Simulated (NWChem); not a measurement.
A series in which one site is exchanged, each optimised at PBE0/def2-SVP with NWChem, gas phase unless a solvent is named. Low-valent species are run as closed-shell singlets; no triplet was tried in these runs. This build's default masses of Se (78.918 u) and Br (79.917 u) are each other's, which moves their modes by up to 0.6 %. Some are not confirmed as minima by frequencies. def2 effective core potentials on Sn, Pb; no spin-orbit coupling.

A: [Br][SnH] (SnHBr; site = Sn)
B: [Br][PbH] (PbHBr; site = Pb)
C: Br[SiH] (SiHBr; site = Si)
D: [GeH][Br] (GeHBr; site = Ge)

| quantity | A | B | C | D |
|---|---|---|---|---|
| dipole (D), PBE0/def2-SVP | 2.68 | ? | 1.02 | 1.64 |
| orbital gap (eV), PBE0/def2-SVP | 3.79 | ? | 3.84 | 3.92 |
| vertical ionisation energy, ΔSCF, PBE/def2-SVP (eV) | 8.83 | ? | 9.04 | 9.12 |
| vertical ionisation energy, ΔSCF, CAM-B3LYP/def2-SVP (eV) | 9.17 | ? | 9.33 | 9.45 |
| static polarisability, CAM-B3LYP/def2-SVPD (bohr³) | 67.5 | ? | 54.1 | 56.8 |

Question: Some entries are withheld; supply them.

Answer: 
- dipole (D), PBE0/def2-SVP, B: 3.72
- orbital gap (eV), PBE0/def2-SVP, B: 3.88
- vertical ionisation energy, ΔSCF, PBE/def2-SVP (eV), B: 8.81
- vertical ionisation energy, ΔSCF, CAM-B3LYP/def2-SVP (eV), B: 9.18
- static polarisability, CAM-B3LYP/def2-SVPD (bohr³), B: 69.9
